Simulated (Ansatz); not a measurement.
Job for Ansatz (a first-principles code): R-r2SCAN/def2-TZVPP on C2H8Si (SMILES CC[SiH3]), a point of a torsion scan.

Ansatz 0.2 input:
```yaml
crystal:
  periodic: [false, false, false]
  atoms:
    - {symbol: C, position_ang: [-1.28918513, 0.56942549, -0.16453059]}
    - {symbol: C, position_ang: [-0.33732626, -0.60890807, 0.02797235]}
    - {symbol: Si, position_ang: [-1.19137412, -2.15557505, 0.73229571]}
    - {symbol: H, position_ang: [-1.98814998, 0.64888448, 0.66556479]}
    - {symbol: H, position_ang: [-0.74666680, 1.50810972, -0.25869735]}
    - {symbol: H, position_ang: [-1.88113924, 0.42981314, -1.06783329]}
    - {symbol: H, position_ang: [0.15484760, -0.83364516, -0.91931727]}
    - {symbol: H, position_ang: [0.45655569, -0.31196219, 0.71803453]}
    - {symbol: H, position_ang: [-1.76368050, -1.82950716, 2.04097638]}
    - {symbol: H, position_ang: [-2.26163635, -2.58933136, -0.16875829]}
    - {symbol: H, position_ang: [-0.20313465, -3.22631745, 0.87643761]}
basis:
  gaussian:
    orbitals: def2-TZVPP
hamiltonian:
  xc: {name: r2SCAN}
scf: {lower_state_search: off}
```

Program output:

```
WARN ansatz: RAYON_NUM_THREADS=1 ignored (pool sized by the plan → 1); use --threads N
Functional definition: r2SCAN
these checks for a lower state are left out or cut short: stability, starts, cluster_reference, orbital_swaps, neighbouring_geometries, increment
integrals: 0.12 GiB planned
1120 factors; their error is unknown
mean field: 0.93 GiB planned
mean field evaluation 1: about -10071.3805 eV, gradient 6.4e1 eV
mean field evaluation 2: about -10059.4633 eV, gradient 8.9e1 eV
mean field evaluation 4: about -10080.9884 eV, gradient 3.2e0 eV
mean field evaluation 8: about -10081.0169 eV, gradient 6.1e-2 eV
mean field evaluation 16: about -10080.9809 eV, gradient 4.1e-5 eV
mean field -10080.98088677 eV, -370.4692144547 hartree, gradient 6.1e-6 eV, S^2 0.000000; 0 other end points of the search recorded, 0 dependent functions left out
reference -10080.98089987 eV, -370.4692149358 hartree; 17, 17 occupied and 199, 199 virtual orbitals, 1120 factors
Total energy: -10080.98089987 eV, -370.4692149358 hartree
Checks for a lower state left out: stability, starts, cluster_reference, orbital_swaps, neighbouring_geometries, increment
```

The calculation finished and met its thresholds.

Cost: roughly 4 core-seconds.
